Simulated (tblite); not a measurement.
C₇H₈OSi.
Z-matrix (Å and degrees, GFN2-xTB geometry), rows numbered from 1:
```
C 
C   1  1.3239
C   2  1.4937  1  136.25
C   3  1.3218  2  135.97  1    -0.13
C   3  1.4758  2   86.84  1   179.89
C   5  1.4371  3  138.44  2   179.97
O   6  1.2134  5  122.37  3  -179.98
C   5  1.3770  3   93.20  2     0.04
Si  8  1.8736  2  139.78  1     0.02
H   1  1.0770  2  121.58  3     0.07
H   1  1.0769  2  121.15  3  -179.91
H   4  1.0771  3  121.84  2  -179.95
H   4  1.0767  3  121.28  2    -0.03
H   6  1.1062  5  116.30  3    -0.01
H   9  1.4597  8  107.79  2  -118.53
H   9  1.4682  8  106.92  2     0.21
H   9  1.4595  8  107.68  2   118.83
```

Computed values, GFN2-xTB/tblite, gas phase, harmonic and unscaled. The method is semi-empirical: single wavenumbers can be off by several per cent or more. Modes of hydrogen on silicon can be 10 to 20 % off. One conformer, not necessarily the lowest.

Harmonic wavenumbers (cm⁻¹): 60.5, 66.6, 107.4, 134.4, 172.1, 172.9, 226.8, 318.2, 345.1, 366.3, 459.1, 527.9, 533.8, 574.1, 688.0, 690.2, 693.2, 728.9, 749.0, 783.5, 783.8, 827.4, 883.1, 885.5, 914.0, 926.9, 1023.8, 1067.3, 1180.3, 1281.2, 1374.6, 1384.1, 1406.8, 1534.1, 1681.6, 1720.1, 1790.0, 2229.8, 2296.6, 2301.7, 2780.6, 3100.4, 3101.3, 3126.7, 3129.7.

A = 1790, B = 1268, C = 748.8 MHz; mass 136.034 u (most abundant isotopes); point group Cs, symmetry number 1.

Question: What is the zero-point energy?

Answer: Half the sum of the wavenumbers: 25565 cm⁻¹ = 73.09 kcal/mol.

Question: Give the ideal-gas entropy at 400 K and 1 bar in the rigid-rotor, harmonic-oscillator model (classical rotation).

Answer: Translation 42.12, rotation 30.50, vibration 41.49: S = 114.1 cal/(mol K).

Question: And Cp and H(400 K) − H(0)?

Answer: Cp = 49.54 cal/(mol K), of which vibrations give 41.59 (their classical limit is 45 R = 89.4); H(400 K) − H(0) = 11.86 kcal/mol without the zero-point energy, 8.68 from vibrations.

Question: Blend soft modes into free rotors: weight 1/[1 + (100 cm⁻¹/ν̃)⁴] for the oscillator and the rest for a rotor with moment μB/(μ + B), μ = h/(8π²ν), B = 10⁻⁴⁴ kg m². What vibrational entropy results?

Answer: 38.65 cal/(mol K) in place of 41.49, which changes −T·S at 400 K by +1.14 kcal/mol.

Question: What must be added to the electronic energy to get the Gibbs energy at 400 K and 1 bar?

Answer: ZPE + [H(400 K) − H(0)] − T·S = 73.09 + 11.86 − 45.64 = 39.31 kcal/mol.

Question: Which modes carry the vibrational entropy at 400 K?

Answer: 60.5 cm⁻¹: 5.02; 66.6 cm⁻¹: 4.83; 107.4 cm⁻¹: 3.89; 134.4 cm⁻¹: 3.45; 172.1 cm⁻¹: 2.97; 172.9 cm⁻¹: 2.96 cal/(mol K); the other 39 give 18.36 together.

Question: How do the functions run with temperature in this model?

Answer: 
| T (K) | S (cal/(mol K)) | Cp (cal/(mol K)) | H − H(0) (kcal/mol) | G − H(0) (kcal/mol) | ln q(vib) |
| --- | --- | --- | --- | --- | --- |
| 50 | 59.0 | 13.4 | 0.50 | -2.45 | 0.44 |
| 100 | 70.2 | 19.5 | 1.33 | -5.70 | 1.66 |
| 298.15 | 100.9 | 40.4 | 7.27 | -22.82 | 7.15 |
| 373.15 | 110.7 | 47.3 | 10.56 | -30.76 | 9.22 |
| 500 | 126.0 | 56.7 | 17.19 | -45.79 | 12.65 |
| 750 | 151.6 | 69.4 | 33.09 | -80.60 | 19.02 |
| 1000 | 172.7 | 77.4 | 51.50 | -121.21 | 24.78 |

q(vib) and H(0) count from the zero-point level.

Hindered rotation and anharmonicity are outside this model. Other conformers, if any are populated, would add a mixing term that is left out.
